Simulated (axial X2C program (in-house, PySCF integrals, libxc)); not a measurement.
## Excited states of PbI⁺ by EOM-EE-CCSD

Computed with an axial X2C code built on PySCF integrals: two-component X2C with atomic mean-field Coulomb and Gaunt terms, Gaussian nuclei, basis Pb dyall-acv3z, I dyall-acv3z with contracted cores.

R = 2.680 Å (near the PBE0 minimum at charge 1 of the determinant lowest at the starting distance; the state shown can have its own minimum elsewhere).

Vertical excitation energies from the closed-shell determinant state of PbI⁺:

| Ω | excitation (eV) | cm⁻¹ | hole of the leading pair | particle of the leading pair | weight of the pair (for Ω = 0 its time-reversed partner can hold as much again) | singles weight |
| --- | --- | --- | --- | --- | --- | --- |
| 1 | 2.623 | 21152 | 83% I pπ, 7% Pb pπ | 69% Pb pπ, 9% I dπ, 9% I pπ | 0.90 | 0.92 |
| 2 | 2.713 | 21879 | 83% I pπ, 7% Pb pπ | 68% Pb pπ, 9% I dπ, 8% I pπ | 0.91 | 0.91 |
| 0⁻ | 2.766 | 22308 | 29% I pσ, 24% I pπ, 24% Pb pσ | 71% Pb pπ, 8% I pπ, 8% I dπ | 0.47 | 0.95 |
| 1 | 2.907 | 23444 | 33% I pπ, 25% I pσ, 20% Pb pσ | 70% Pb pπ, 8% I pπ, 8% I dπ | 0.92 | 0.94 |
| 0⁺ | 3.177 | 25622 | 43% I pσ, 32% Pb pσ, 15% Pb sσ | 76% Pb pπ, 8% I dπ, 7% I pπ | 0.43 | 0.94 |
| 0⁻ | 3.406 | 27471 | 55% I pπ, 20% I pσ, 9% Pb pσ | 68% Pb pπ, 9% I dπ, 8% I pπ | 0.39 | 0.92 |
| 1 | 3.592 | 28973 | 52% I pπ, 23% I pσ, 10% Pb pσ | 69% Pb pπ, 8% I dπ, 8% I pπ | 0.87 | 0.92 |
| 0⁺ | 3.695 | 29804 | 77% I pπ | 67% Pb pπ, 8% I dπ, 8% I pπ | 0.36 | 0.90 |
| 3 | 3.813 | 30752 | 83% I pπ, 7% Pb pπ | 76% Pb pπ, 13% I dπ, 7% I pπ | 0.91 | 0.91 |
| 0⁻ | 3.864 | 31166 | 83% I pπ, 7% Pb pπ | 76% Pb pπ, 13% I dπ, 7% I pπ | 0.38 | 0.90 |

This point took 29 s on 1 thread of Intel(R) Xeon(R) Platinum 8375C CPU @ 2.90GHz (Ice Lake) (shared host).

Reference electrons by ω block (each with its −ω partner): 1/2: 39, 3/2: 20, 5/2: 7, 7/2: 1. 10 electrons of PbI⁺ correlated (inner shells frozen), 88 natural virtual spinors (a truncated set); levels can be off by some tenths of an eV. Roots sought by Ω: (0: 5, 1: 4, 2: 3, 3: 1); the list ends where they run out and leaves out roots under 60 % singles weight. The solver can skip a root, and states that need a further excitation, which the method places far too high, are missing though they may lie low or lowest. T1 of the reference 0.022 (Lee–Taylor). Number of frozen shells: Pb 5 s, 4 p, 3 d, 1 f; I 4 s, 3 p, 2 d.
